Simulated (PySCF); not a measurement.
Species: C4H13NOSi2.
Numbering: `[CH3:1][NH:2][Si@H:3]1[CH2:4][Si@H:5]([O:6][CH3:7])[CH2:8]1`

Structure used (GFN2-xTB), in Å, numbered top down from 1:
```
atom  x, y, z in Å
C1    -3.621   -0.493   -0.282
N2    -2.359   -0.252   -0.936
Si3   -1.029    0.429   -0.083
C4    -0.233   -0.820    1.121
Si5    1.376   -0.782    0.109
O6     2.475   -0.057    1.065
C7     3.745    0.380    0.694
C8     0.535    0.354   -1.176
H9    -3.424   -0.876    0.716
H10   -4.227    0.415   -0.184
H11   -4.198   -1.235   -0.837
H12   -2.491    0.038   -1.893
H13   -1.269    1.751    0.526
H14   -0.703   -1.798    1.127
H15   -0.146   -0.495    2.152
H16    1.904   -2.037   -0.436
H17    4.250    0.752    1.586
H18    4.328   -0.438    0.264
H19    3.678    1.183   -0.044
H20    0.385   -0.093   -2.154
H21    1.015    1.315   -1.335
```

NICS is the negative of the GIAO shielding at a point without a nucleus: at the ring centre (0) and 1 Å above and below it (1); zz is the component along the ring normal. Level: GIAO PBE0/pcSseg-1 (PySCF, non-relativistic, gas phase) on the GFN2-xTB geometry, one conformer.

Ring bond lengths (Å), with Mayer bond orders in brackets: Si3–C4 1.909 (0.90), C4–Si5 1.901 (0.91), Si5–C8 1.910 (0.88), C8–Si3 1.910 (0.91).

Q: Give the NICS values of each ring in ppm.

A: 
| ring | type | NICS(0) | NICS(1), two faces | NICS(1)zz, two faces | rms pucker (Å) | centre to ring atoms, mean (Å) |
| --- | --- | --- | --- | --- | --- | --- |
| Si3–C4–Si5–C8 | 4-membered ring with 2 Si; formal bonds all single | 0.4 | -1.4 / -1.6 | 3.7 / 4.2 | 0.04 | 1.35 |

Q: What can be read from them?

A: 
- Si3–C4–Si5–C8: mean NICS(1)zz 4.0 ppm, deshielded. Si3, C4, Si5, C8 have four or more neighbours, so the value isn't read as a sign of a π ring current.

Q: At the first NICS(1) probe listed for ring Si3–C4–Si5–C8, 1 Å off the ring, how large is the induced field along the normal in 9.4 T applied along it?

A: NICSzz × B0 = 3.7 ppm × 9.4 T = 35 μT, along the applied field.

Q: What are the shieldings of the ring atoms and their hydrogens in the same run (means over atoms taken as equivalent)?

A: 
| atoms | environment | σ isotropic (ppm) |
| --- | --- | --- |
| Si3 | SiH silicon | 362.7 |
| C4 (×2) | sp3 carbon bound to silicon | 180.1 |
| Si5 | oxygen-bound silicon | 348.2 |
| H13 | Si–H hydrogen | 26.12 |
| H14 (×2) | methylene hydrogen | 31.51 |
| H15 (×2) | methylene hydrogen | 31.24 |
| H16 | Si–H hydrogen | 26.05 |

On one thread, Arm Neoverse N1, no GPU, on a shared host, this took 70 s wall. This is the whole shielding run at PBE0/pcSseg-1, SCF included.
